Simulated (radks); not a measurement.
The mercury ion Hg2+ inside a hard spherical wall (all orbitals vanish at R), configuration held at [Xe] 4f14 5d10 and not refilled when levels cross. Method: scalar-relativistic Kohn-Sham, PBEsol, spin-polarised, spherical densities, point nucleus; computed with a radial shooting solver on a logarithmic mesh with Libxc functionals. Eigenvalues in eV for spin up, with the zero of energy where the potential of the charges vanishes at infinity; a dash marks a level that is unbound or too diffuse for the functional's potential to be trusted. A positive occupied level is held by the wall or, in an anion where self-interaction has pushed it up, behind a barrier. The pressure on the wall is -dE/dV.

R (bohr)	E (hartree)	kinetic (hartree)	e(5s)	e(4f)	e(5p)	e(5d)	e(6s, empty)	e(6p, empty)	pressure (GPa)
free	-19616.2544	22025.380	-137.47	-115.14	-85.811	-28.811	-23.359	-14.736	0
15	-19616.2544	22025.380	-137.47	-115.14	-85.811	-28.811	-23.359	-14.736	< 0.0001
12	-19616.2544	22025.380	-137.47	-115.14	-85.811	-28.811	-23.359	-14.736	< 0.0001
8	-19616.2544	22025.380	-137.47	-115.14	-85.811	-28.811	-23.358	-14.719	0.000211
7	-19616.2543	22025.380	-137.47	-115.13	-85.809	-28.809	-23.353	-14.658	0.00362
5	-19616.2499	22025.428	-137.31	-114.97	-85.656	-28.668	-22.998	-13.393	1.02
3	-19615.7114	22028.729	-130.99	-107.94	-79.744	-22.580	-9.902	7.989	343
2.5	-19614.3600	22035.583	-122.69	-98.162	-71.888	-13.347	10.808	36.297	1830
2	-19608.8588	22060.680	-103.14	-74.157	-51.845	12.191	70.860	110.88	12500
